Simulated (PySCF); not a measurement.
H2Te, charge -1, doublet, at the geometry of the source list (a state made from the parent by changing its charge; the spin is typed, not shown lowest) (all electrons, no relativity) (in this run its highest filled SCF level lies above zero, so its values depend strongly on the basis, on diffuse functions most of all); M06/3-21G in PySCF.

Here is a job for PySCF.
```python
from pyscf import gto, scf, dft

mol = gto.Mole()
mol.atom = '''
    Te   -0.001700    0.789100    0.000000
    H    -1.139100   -0.398000    0.000000
    H     1.140800   -0.391000    0.000000
'''
mol.basis = '3-21g'
mol.charge = -1
mol.spin = 1
mol.verbose = 5
mol.build()

mf = dft.UKS(mol)
mf.xc = 'm06'
mf.grids.level = 7
mf.kernel()
```

The log (banner, timings and long lists left out):

```
PySCF version 2.14.0

[INPUT] verbose = 5
[INPUT] max_memory = 4000
[INPUT] num. atoms = 3
[INPUT] num. electrons = 55
[INPUT] charge = -1
[INPUT] spin (= nelec alpha-beta = 2S) = 1
[INPUT] symmetry False subgroup None
[INPUT] Mole.unit = angstrom
[INPUT] Symbol           X                Y                Z      unit          X                Y                Z       unit  Magmom
[...]
[INPUT] ---------------- BASIS SET ----------------
[INPUT] l, kappa, [nprim/nctr], expnt,             c_1 c_2 ...
[INPUT] Te
[...]
                                2088.8798         0.366963
                                459.39319         0.690794
[...]
                                135.36            0.082252
                                44.00048          0.970601
[...]
                                25.82039          0.05183
                                7.809583          1.087622
[...]
                                3.043932          0.46947
                                1.199253          0.829811
[...]
                                0.278088          1.281968
[...]
                                135.36            0.6149
                                44.00048          0.389516
[...]
                                25.82039          0.539188
                                7.809583          0.652285
[...]
                                3.043932          0.522123
                                1.199253          0.532661
[...]
                                0.278088          0.987102
[...]
                                34.015217         0.483556
                                10.869138         0.588386
[...]
                                2.058066          0.579776
                                0.73283           0.340558
[INPUT] H
[...]
                                0.824547          0.904691
[...]
nuclear repulsion = 33.7224366093628
number of shells = 17
number of NR pGTOs = 87
number of NR cGTOs = 35
basis = 3-21g
ecp = {}

******** <class 'pyscf.dft.uks.UKS'> ********
method = UKS
initial guess = minao
damping factor = 0
level_shift factor = 0
DIIS = <class 'pyscf.scf.diis.CDIIS'>
diis_start_cycle = 1
diis_space = 8
diis_damp = 0
SCF conv_tol = 1e-09
SCF conv_tol_grad = None
SCF max_cycles = 50
direct_scf = True
direct_scf_tol = 1e-13
number electrons alpha = 28  beta = 27
XC library pyscf.dft.libxc version 7.1.2
    S. Lehtola, C. Steigemann, M. J. T. Oliveira, and M. A. L. Marques,  SoftwareX 7, 1–5 (2018)
XC functionals = m06
    Y. Zhao and D. G. Truhlar,  Theor. Chem. Acc. 120, 215 (2008)
    Y. Zhao and D. G. Truhlar,  Theor. Chem. Acc. 120, 215 (2008)
radial grids:
    Treutler-Ahlrichs [JCP 102, 346 (1995); DOI:10.1063/1.469408] (M4) radial grids

becke partition: Becke, JCP 88, 2547 (1988); DOI:10.1063/1.454033
pruning grids: <function nwchem_prune>
grids dens level: 7
symmetrized grids: False
atomic radii adjust function: <function treutler_atomic_radii_adjust>
small_rho_cutoff = 0
Set gradient conv threshold to 3.16228e-05
atom Te rad-grids = 155, ang-grids = [  50   50   50   50   50   50   50   50   50   50   50   50   50   50
   50   50   50   50   50   50   50   50   50   50   50   50   50   50
   50   50   50   50   50   50   50   50   50   50   50   50   50   50
   50   50   50   50   50   50   50   86   86   86   86   86   86   86
   86   86   86   86   86   86   86   86   86   86   86   86   86   86
   86   86   86   86   86   86  974  974  974  974  974  974  974  974
  974  974  974  974  974  974  974  974  974  974 1202 1202 1202 1202
 1202 1202 1202 1202 1202 1202 1202 1202 1202 1202 1202 1202 1202 1202
 1202 1202 1202 1202 1202 1202 1202 1202 1202 1202 1202 1202 1202 1202
 1202 1202 1202 1202  974  974  974  974  974  974  974  974  974  974
  974  974  974  974  974  974  974  974  974  974  974  974  974  974
  974]
atom H rad-grids = 90, ang-grids = [ 50  50  50  50  50  50  50  50  50  50  50  50  50  50  50  50  50  50
[...]
  2.87153709e-01  4.97551470e-01  5.36580232e-01  5.51961323e-01
  5.59033100e-01  1.18621137e+00  1.21240848e+00]
  beta  mo_energy =
[-1.11308613e+03 -1.67714412e+02 -1.56683393e+02 -1.56682659e+02
 -1.56682512e+02 -3.36163989e+01 -2.88965121e+01 -2.88951262e+01
 -2.88932890e+01 -2.09574178e+01 -2.09572017e+01 -2.09556737e+01
 -2.09548305e+01 -2.09548033e+01 -5.65411115e+00 -4.01841839e+00
 -4.01510497e+00 -4.00822169e+00 -1.49260655e+00 -1.49093751e+00
 -1.48355730e+00 -1.48091235e+00 -1.47985477e+00 -3.66077705e-01
 -1.24063605e-01 -7.01098298e-02  1.08815975e-02  2.36301615e-01
  2.96783780e-01  4.93988957e-01  5.22914542e-01  5.40791642e-01
  5.52055039e-01  1.24118147e+00  1.26866145e+00]
multiplicity <S^2> = 0.75142465  2S+1 = 2.0014241
nelec by numeric integration = [28. 27.]
E1 = -9148.950633808148  E2 = 2528.9762997212924  Ecoul = 2701.1414712534493  Exc = -172.165171532157
cycle= 7 E= -6586.25189747749  delta_E= -4.02e-09  |g|= 3.48e-06  |ddm|= 0.000227
  alpha mo_energy =
[-1.11308647e+03 -1.67714847e+02 -1.56683833e+02 -1.56683684e+02
 -1.56682787e+02 -3.36165826e+01 -2.88967563e+01 -2.88960548e+01
 -2.88935356e+01 -2.09581865e+01 -2.09576217e+01 -2.09558997e+01
 -2.09553123e+01 -2.09552299e+01 -5.65504615e+00 -4.01891946e+00
 -4.01685255e+00 -4.00867601e+00 -1.49331821e+00 -1.49132580e+00
 -1.48391660e+00 -1.48096986e+00 -1.48020206e+00 -3.78660082e-01
 -1.51522083e-01 -9.20466651e-02  3.37947092e-03  1.53361139e-01
  2.87153065e-01  4.97550833e-01  5.36581405e-01  5.51962375e-01
  5.59033111e-01  1.18620897e+00  1.21240626e+00]
  beta  mo_energy =
[-1.11308613e+03 -1.67714413e+02 -1.56683394e+02 -1.56682661e+02
 -1.56682514e+02 -3.36163997e+01 -2.88965130e+01 -2.88951269e+01
 -2.88932900e+01 -2.09574186e+01 -2.09572026e+01 -2.09556747e+01
 -2.09548314e+01 -2.09548042e+01 -5.65411161e+00 -4.01841887e+00
 -4.01510514e+00 -4.00822245e+00 -1.49260662e+00 -1.49093767e+00
 -1.48355793e+00 -1.48091269e+00 -1.47985533e+00 -3.66078328e-01
 -1.24064183e-01 -7.01100785e-02  1.08814039e-02  2.36301605e-01
  2.96783556e-01  4.93987879e-01  5.22913630e-01  5.40791453e-01
  5.52053985e-01  1.24118581e+00  1.26866573e+00]
multiplicity <S^2> = 0.75142504  2S+1 = 2.0014245
nelec by numeric integration = [28. 27.]
E1 = -9148.950608151263  E2 = 2528.9762740643873  Ecoul = 2701.141445128752  Exc = -172.1651710643644
cycle= 8 E= -6586.25189747751  delta_E= -2e-11  |g|= 1.12e-06  |ddm|= 2.33e-05
  alpha mo_energy =
[-1.11308647e+03 -1.67714847e+02 -1.56683833e+02 -1.56683685e+02
 -1.56682787e+02 -3.36165827e+01 -2.88967564e+01 -2.88960548e+01
 -2.88935356e+01 -2.09581865e+01 -2.09576217e+01 -2.09558997e+01
 -2.09553124e+01 -2.09552299e+01 -5.65504629e+00 -4.01891961e+00
 -4.01685267e+00 -4.00867615e+00 -1.49331836e+00 -1.49132595e+00
 -1.48391676e+00 -1.48096999e+00 -1.48020220e+00 -3.78660148e-01
 -1.51522057e-01 -9.20467610e-02  3.37936852e-03  1.53361099e-01
  2.87153050e-01  4.97550828e-01  5.36581328e-01  5.51962177e-01
  5.59032989e-01  1.18620903e+00  1.21240631e+00]
  beta  mo_energy =
[-1.11308613e+03 -1.67714413e+02 -1.56683394e+02 -1.56682661e+02
 -1.56682514e+02 -3.36163997e+01 -2.88965131e+01 -2.88951270e+01
 -2.88932901e+01 -2.09574187e+01 -2.09572026e+01 -2.09556747e+01
 -2.09548314e+01 -2.09548042e+01 -5.65411172e+00 -4.01841902e+00
 -4.01510525e+00 -4.00822258e+00 -1.49260675e+00 -1.49093781e+00
 -1.48355808e+00 -1.48091281e+00 -1.47985546e+00 -3.66078353e-01
 -1.24064175e-01 -7.01102018e-02  1.08813305e-02  2.36301568e-01
  2.96783585e-01  4.93987863e-01  5.22913563e-01  5.40791315e-01
  5.52053938e-01  1.24118609e+00  1.26866604e+00]
multiplicity <S^2> = 0.75142505  2S+1 = 2.0014245
nelec by numeric integration = [28. 27.]
E1 = -9148.95061780763  E2 = 2528.9762837207563  Ecoul = 2701.1414549382994  Exc = -172.16517121754288
Extra cycle  E= -6586.25189747751  delta_E= 1.82e-12  |g|= 7.67e-07  |ddm|= 1.04e-05
converged SCF energy = -6586.25189747751  <S^2> = 0.75142505  2S+1 = 2.0014245
```
